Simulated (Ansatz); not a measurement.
Job for Ansatz (a quantum-chemistry and plane-wave program): R-HF/def2-TZVPP on NH2 (SMILES [NH2-]). Charge -1.

Ansatz 0.2 input:
```yaml
crystal:
  periodic: [false, false, false]
  atoms:
    - {symbol: N, position_ang: [-0.00068275, 0.14723038, 0.00000000]}
    - {symbol: H, position_ang: [-0.79314645, -0.51899550, 0.00000000]}
    - {symbol: H, position_ang: [0.79792574, -0.51161719, 0.00000000]}
basis:
  gaussian:
    orbitals: def2-TZVPP
hamiltonian:
  xc: {name: HF}
total_charge: -1
accuracy: high
relax: {f_tol: 0.0005, max_steps: 60}
scf: {lower_state_search: off}
output: {forces: true}
```

The log:

```
WARN ansatz: RAYON_NUM_THREADS=2 ignored (pool sized by the plan → 2); use --threads N
Functional definition: HF
these checks for a lower state are left out or cut short: stability, starts, cluster_reference, orbital_swaps, neighbouring_geometries, increment
integrals: 0.03 GiB planned
1004 factors; integrals over basis functions are off by at most 1.8e-9 eV
mean field: 0.08 GiB planned
mean field evaluation 1: about -1510.7067 eV, gradient 1.2e1 eV
mean field evaluation 2: about -1510.7072 eV, gradient 1.2e1 eV
mean field evaluation 4: about -1511.1599 eV, gradient 1.4e0 eV
mean field evaluation 8: about -1511.1688 eV, gradient 4.2e-4 eV
mean field -1511.16884868 eV, -55.5344308820 hartree, gradient 2.6e-8 eV, S^2 0.000000; 0 other end points of the search recorded, 0 dependent functions left out
the calculation of the forces begins
reference -1511.16884868 eV, -55.5344308820 hartree; 5, 5 occupied and 54, 54 virtual orbitals, 1004 factors
relax step   1: F+E_penalty+E_count = -1511.16884868 eV  Δ(F+E_penalty+E_count) = +0.000e0 eV  max|allowed force component| = 9.162e-1 eV/Å  Δτ_max = 0.0000 Å  (25 SCF iters, accepted)
these checks for a lower state are left out or cut short: stability, starts, cluster_reference, orbital_swaps, neighbouring_geometries, increment
integrals: 0.03 GiB planned
1004 factors; integrals over basis functions are off by at most 1.8e-9 eV
mean field: 0.08 GiB planned
mean field evaluation 16: about -1511.1801 eV, gradient 3.2e-3 eV
mean field -1511.18011233 eV, -55.5348448134 hartree, gradient 1.3e-8 eV, S^2 0.000000; 0 other end points of the search recorded, 0 dependent functions left out
the calculation of the forces begins
reference -1511.18011233 eV, -55.5348448134 hartree; 5, 5 occupied and 54, 54 virtual orbitals, 1004 factors
relax step   2: F+E_penalty+E_count = -1511.18011233 eV  Δ(F+E_penalty+E_count) = -1.126e-2 eV  max|allowed force component| = 3.516e-1 eV/Å  Δτ_max = 0.0084 Å  (30 SCF iters, accepted)
these checks for a lower state are left out or cut short: stability, starts, cluster_reference, orbital_swaps, neighbouring_geometries, increment
integrals: 0.03 GiB planned
1004 factors; integrals over basis functions are off by at most 1.8e-9 eV
mean field: 0.08 GiB planned
mean field evaluation 32: about -1511.1817 eV, gradient 1.4e-8 eV
mean field -1511.18174474 eV, -55.5349048034 hartree, gradient 1.3e-8 eV, S^2 0.000000; 0 other end points of the search recorded, 0 dependent functions left out
the calculation of the forces begins
reference -1511.18174474 eV, -55.5349048034 hartree; 5, 5 occupied and 54, 54 virtual orbitals, 1004 factors
relax step   3: F+E_penalty+E_count = -1511.18174474 eV  Δ(F+E_penalty+E_count) = -1.632e-3 eV  max|allowed force component| = 1.947e-2 eV/Å  Δτ_max = 0.0056 Å  (30 SCF iters, accepted)
these checks for a lower state are left out or cut short: stability, starts, cluster_reference, orbital_swaps, neighbouring_geometries, increment
integrals: 0.03 GiB planned
1004 factors; integrals over basis functions are off by at most 1.8e-9 eV
mean field: 0.08 GiB planned
mean field -1511.18177184 eV, -55.5349057994 hartree, gradient 2.1e-8 eV, S^2 0.000000; 0 other end points of the search recorded, 0 dependent functions left out
the calculation of the forces begins
reference -1511.18177184 eV, -55.5349057994 hartree; 5, 5 occupied and 54, 54 virtual orbitals, 1004 factors
relax step   4: F+E_penalty+E_count = -1511.18177184 eV  Δ(F+E_penalty+E_count) = -2.710e-5 eV  max|allowed force component| = 3.383e-3 eV/Å  Δτ_max = 0.0010 Å  (20 SCF iters, accepted)
these checks for a lower state are left out or cut short: stability, starts, cluster_reference, orbital_swaps, neighbouring_geometries, increment
integrals: 0.03 GiB planned
1004 factors; integrals over basis functions are off by at most 1.8e-9 eV
mean field: 0.08 GiB planned
mean field -1511.18177269 eV, -55.5349058305 hartree, gradient 5.4e-8 eV, S^2 0.000000; 0 other end points of the search recorded, 0 dependent functions left out
the calculation of the forces begins
reference -1511.18177269 eV, -55.5349058305 hartree; 5, 5 occupied and 54, 54 virtual orbitals, 1004 factors
relax step   5: F+E_penalty+E_count = -1511.18177269 eV  Δ(F+E_penalty+E_count) = -8.460e-7 eV  max|allowed force component| = 3.888e-6 eV/Å  Δτ_max = 0.0002 Å  (17 SCF iters, accepted)
Total energy: -1511.18177269 eV, -55.5349058305 hartree
Atom 0 at    -0.000623     0.134249     0.000000 Å, force    -0.000000     0.000004     0.000000 eV/Å
Atom 1 at    -0.785611    -0.512470     0.000000 Å, force    -0.000000    -0.000002    -0.000000 eV/Å
Atom 2 at     0.790330    -0.505162    -0.000000 Å, force     0.000000    -0.000002    -0.000000 eV/Å
Dipole moment:     0.001771    -0.381988    -0.000000 e Å
Checks for a lower state left out: stability, starts, cluster_reference, orbital_swaps, neighbouring_geometries, increment
```

The run converged.

Cost: about 4 core-seconds (a rough figure).
